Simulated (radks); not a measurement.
The numbers below are computed, except where a source is named.
Ionisation of Li, [He] 2s1, to Li+, [He], under several functionals. Non-relativistic Kohn-Sham, spin-polarised, spherical densities, point nucleus; open shells are filled with parallel spins first; a radial shooting solver on a logarithmic mesh with Libxc functionals.

| functional | E(Li) (hartree) | Exc (hartree) | IE (eV) | -e(HOMO) (eV) | <r> HOMO (bohr) | IE error (eV) |
|---|---|---|---|---|---|---|
| RPBE | -7.49256 | -1.83670 | 5.649 | 3.247 | 3.792 | +0.257 |
| exchange-only PBE | -7.41138 | -1.74781 | 5.407 | 2.971 | 3.853 | +0.015 |
| PBE | -7.46218 | -1.80231 | 5.590 | 3.228 | 3.790 | +0.198 |
| HCTH/407 | -7.49528 | -1.84029 | 5.600 | 3.322 | 3.810 | +0.208 |
| BP86 | -7.48098 | -1.82306 | 5.565 | 3.272 | 3.794 | +0.174 |
| AM05 | -7.37781 | -1.70488 | 5.453 | 3.151 | 3.820 | +0.062 |

NIST Atomic Spectra Database: 5.392 eV (measured). Closest: exchange-only PBE. The Delta-SCF values span 0.24 eV, the total energies 0.12 hartree. The highest occupied level is 2s.
